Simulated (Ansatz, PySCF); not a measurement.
System: sum formula SiN₂H₃F₂ (charge 0, doublet). It need not be the lowest isomer of its formula. 
Coordinates optimised at B3LYP-D3(BJ)/def2-TZVP (Ansatz, a quantum-chemistry and plane-wave program):
```
Si
F 1 1.5917
F 1 1.5945 2 104.92
N 1 1.6829 2 115.06 3 -117.20
H 4 1.0057 1 123.36 2 96.34
H 4 1.0057 5 113.61 1 174.68
N 1 1.7232 2 105.68 3 124.29
H 7 1.0195 1 118.35 2 -107.61
```
Charge 0, spin multiplicity 2.

Total electronic energies in hartree. Correlated levels leave the core frozen unless marked. UHF or UKS for open shells. Spin-orbit coupling is left out. Non-relativistic. CBS marks a two-point X^-3 extrapolation of the correlation energy; Hartree-Fock from the larger set. [CCSD(T)-MP2]/basis is that difference in the basis named.

```
level                                                                 program  energy (Eh)
-------------------------------------------------------------  --------------  -----------
HF/STO-3G                                                              Ansatz   -590.94270
HF-D4/def2-TZVPD                                                PySCF + dftd4   -598.80145
r2SCAN/def2-TZVPD                                                      Ansatz   -600.61554
PBE0-D4/def2-TZVP                                              Ansatz + dftd4   -600.33892
PBE0/def2-TZVP                                                         Ansatz   -600.33403
TPSSh-D4/def2-TZVPD                                             PySCF + dftd4   -600.78795
r2SCANh/def2-TZVPD                                                     Ansatz   -600.59729
CAM-B3LYP-D4/def2-TZVPD                                        Ansatz + dftd4   -600.70418
B2PLYP-D4/def2-TZVPD                                           Ansatz + dftd4   (withheld)
RPA@PBE/cc-pV(Q+d)Z                                                    Ansatz   -600.43908
SCS-MP2/6-31G*                                                         Ansatz   -599.28076
SCS-MP2/cc-pwCVTZ                                                      Ansatz   -599.76848
CCSD/cc-pV(D+d)Z                                                       Ansatz   -599.41842
RI-MP2/CBS(cc-pV(T+d)Z,cc-pV(Q+d)Z)+[CCSD(T)-MP2]/cc-pV(D+d)Z          Ansatz    -599.9891
RI-MP2/CBS(cc-pV(T+d)Z,cc-pV(Q+d)Z)+[CCSD(T)-MP2]/cc-pV(T+d)Z          Ansatz    -599.9982
```

Task: Fill in the missing entries.

Result: 
- B2PLYP-D4/def2-TZVPD, energy (Eh): -600.47652
